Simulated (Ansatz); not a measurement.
O2Se, charge -1, doublet, geometry from GFN2-xTB (a state made from the parent by changing its charge; the spin is typed, not shown lowest) (a gas-phase anion, which may not be bound at this level); CAM-B3LYP/def2-SVPD (Ansatz, a program for electronic structure).

Ansatz was given this input:
Ansatz 0.2 input:
```yaml
crystal:
  periodic: [false, false, false]
  atoms:
    - {symbol: O, position_ang: [-1.36177222, 0.59824745, 0.03514722]}
    - {symbol: Se, position_ang: [0.01589860, -0.31251358, -0.02617635]}
    - {symbol: O, position_ang: [1.29420317, 0.72993529, 0.07610225]}
basis:
  gaussian:
    orbitals: def2-SVPD
hamiltonian:
  xc: cam_b3lyp
total_charge: -1
magnetization: {spin_polarized: true, initial_magnetization: 1}
accuracy: high
```

Problem. What does Ansatz print? Leave out banner, timings and long lists.

Solution. 
```
Functional definition: CAM-B3LYP
1602 factors; integrals over basis functions are off by at most 4.8e-9 eV
423 factors; integrals over basis functions are off by at most 1.7e-9 eV
mean field evaluation 1: about -69431.4493 eV, gradient 2.9e1 eV
mean field evaluation 2: about -69427.9051 eV, gradient 4.5e1 eV
mean field evaluation 4: about -69434.6594 eV, gradient 1.0e0 eV
mean field evaluation 8: about -69434.7529 eV, gradient 1.6e-2 eV
mean field evaluation 16: about -69434.7529 eV, gradient 1.1e-4 eV
mean field -69434.75288260 eV, -2551.6801038696 hartree, gradient 8.9e-8 eV, S^2 0.756700; 0 other end points of the search recorded, 0 dependent functions left out
reference -69434.75289630 eV, -2551.6801043730 hartree; 26, 25 occupied and 61, 62 virtual orbitals, 1602 factors
Total energy: -69434.75289630 eV, -2551.6801043730 hartree
```
